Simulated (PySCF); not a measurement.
# Rotational lines of GeF⁺

Lines J+1 ← J of the vibrational ground state, computed from RHF-CCSD(T) constants of GeF⁺, ¹Σ⁺ (singlet), closed shell (basis Ge cc-pVDZ-PP with ECP10, F cc-pVDZ; scalar-relativistic core potentials; PySCF 2.14; masses 73.9212 and 18.9984 u), in MHz:

```
J   ν (MHz)
0   22747.0
1   45493.8
2   68240.0
3   90985.5
4  113730.0
```

(1) Find B0 and the effective bond length r0; with αe = 0.00208 cm⁻¹, find Re.

Correlated steps freeze 5 core orbitals. Correlated levels converge slowly with the basis: in double zeta they bind strong bonds too weakly, by up to about 1 eV, and carry superposition errors of some tenths. For an ion De counts to the pair picked by the measured ionisation energies or electron affinities, which need not be the lowest pair at this level. Where the molecule has an RHF reference, its open-shell atoms are computed with UHF.

Results:

(1) ν = 2B0(J+1) − 4D(J+1)³ gives B0 = 0.37938 cm⁻¹. With the reduced mass μred = 15.114 u, r0 = √(16.8576/(μred·B0)) (u, cm⁻¹, Å) = 1.7146 Å. Be = B0 + αe/2 = 0.38042 cm⁻¹ gives Re = 1.712 Å.
